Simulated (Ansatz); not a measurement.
Si2O2H4⁺, that is cyclo-(H2SiO)2 with one electron fewer. Total charge 1; doublet. Geometry PBE0-D4/def2-SVP; atoms count from 1.

```csv
atom,x (Å),y (Å),z (Å)
Si1,-0.870,0.840,0.088
H2,-2.005,0.940,-0.890
H3,-0.902,1.866,1.184
O4,0.650,0.745,-0.678
Si5,0.870,-0.840,-0.088
H6,2.005,-0.940,0.890
H7,0.902,-1.866,-1.184
O8,-0.650,-0.745,0.678
```

**Question.** Estimate the Mulliken populations from the PBE0/def2-TZVP orbitals of Ansatz.

**Answer.** 
```csv
atom,charge (e),spin (α − β)
Si1,0.53,-0.01
H2,0.14,0.14
H3,0.14,0.14
O4,-0.32,0.23
Si5,0.53,-0.01
H6,0.14,0.14
H7,0.14,0.14
O8,-0.32,0.23
```
Mulliken values and Mayer orders depend strongly on the basis.

**Question.** Where does the spin sit?

**Answer.** Summed by element: Si -0.02, H 0.56, O 0.45, of 1 unpaired in all. Largest on single atoms: O4 0.23, O8 0.23, H3 0.14.

**Question.** And the Mayer bond orders between bonded heavy atoms (over 0.3)?

**Answer.** Si1–O4 1.06 (1.71 Å); Si1–O8 1.06 (1.71 Å); O4–Si5 1.06 (1.71 Å); Si5–O8 1.06 (1.71 Å).
